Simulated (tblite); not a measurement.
C5H4FO2 (doublet state).
Atom-mapped SMILES: `[O:1][C@H:2]1[CH:3]=[CH:4][O:5][C:6]([F:7])=[CH:8]1` (hydrogens: H9 on C2; H10 on C3; H11 on C4; H12 on C8)

Structure optimised with GFN2-xTB, isolated species. This method treats the open shell by occupation alone, without spin polarisation.

(1) Give the optimised bond lengths and angles.

Answers

(1) 
```tsv
bond	length (Å)
O1–C2	1.304
C2–C3	1.520
C3=C4	1.329
C4–O5	1.362
O5–C6	1.343
C6–F7	1.334
C6=C8	1.329
C2–C8	1.517
C2–H9	1.139
C3–H10	1.076
C4–H11	1.080
C8–H12	1.076
```

A selection of angles:
```tsv
angle	degrees
O1–C2–C3	118.2
O1–C2–C8	118.2
C3–C2–C8	109.4
C2–C3–C4	122.0
C3–C4–O5	124.6
C4–O5–C6	116.0
O5–C6–F7	110.2
O5–C6–C8	127.0
F7–C6–C8	122.7
C2–C8–C6	120.2
```

Dihedral angles: O1–C2–C3–C4 147° (anticlinal); C2–C3–C4–O5 -1° (synperiplanar); C3–C4–O5–C6 -6° (synperiplanar); C4–O5–C6–F7 -172° (antiperiplanar); O5–C6–C8–C2 2° (synperiplanar); O1–C2–C8–C6 -147° (anticlinal).

The 6-membered ring C2–C3–C4–O5–C6–C8 has internal angles of 109.4° to 127.0° (sum 719°, against 720° for a flat polygon); it is slightly puckered (a soft mode that the optimisation may not have finished), 0.04 Å rms from its mean plane, widest ring torsion 8°. C4 (carbon bonded to C, O and H) is planar (angles 124.6°, 124.4° and 110.9°, sum 360.0°, 0.01 Å off the plane of its three neighbours). The 4 C–C bonds span 1.329 Å (C3=C4, drawn double) to 1.520 Å (C2–C3, drawn single), a spread of 0.191 Å. C8 (carbon bonded to 2 C and H) is planar (angles 121.2°, 120.2° and 118.5°, sum 359.9°, 0.02 Å off the plane of its three neighbours). C6 (carbon bonded to C, F and O) is planar (angles 127.0°, 122.7° and 110.2°, sum 360.0°, 0.01 Å off the plane of its three neighbours). The C–O distances run from 1.304 Å (O1–C2, drawn single) to 1.362 Å (C4–O5, drawn single), a spread of 0.058 Å. C3 (carbon bonded to 2 C and H) is planar (angles 122.0°, 121.2° and 116.8°, sum 360.0°, 0.01 Å off the plane of its three neighbours).

Point group: C1 (no symmetry element, even within 0.4 Å). Its GFN2-xTB frequencies are all real (lowest 101 cm⁻¹).

These are computed values.
